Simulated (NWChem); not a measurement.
Species: iodoethane (C2H5I); SMILES CCI

Results from NWChem. Geometry: optimised at PBE0/def2-SVP. def2 effective core potentials on I; no spin-orbit coupling.

Problem. Taking B3LYP/def2-TZVP (core potentials) as the yardstick, which of these has the fewest basis functions while keeping “dipole (D)” within 0.05 D of it: B3LYP/STO-3G (all-electron, non-relativistic); B3LYP/3-21G (all-electron, non-relativistic); B3LYP/def2-SVP (core potentials); B3LYP/def2-SVPD (core potentials)?

Solution. B3LYP/3-21G (all-electron, non-relativistic) (a larger set in the list lies outside the tolerance).
```tsv
level	basis functions	dipole (D)	relative time (rough)
B3LYP/STO-3G (all-electron, non-relativistic)	42	1.89	1
B3LYP/3-21G (all-electron, non-relativistic)	59	2.03	1
B3LYP/def2-SVP (core potentials)	79	1.89	2
B3LYP/def2-SVPD (core potentials)	115	2.03	5
B3LYP/def2-TZVP (core potentials)	142	2.02	8
```

The yardstick is one finite set, not the basis-set limit.
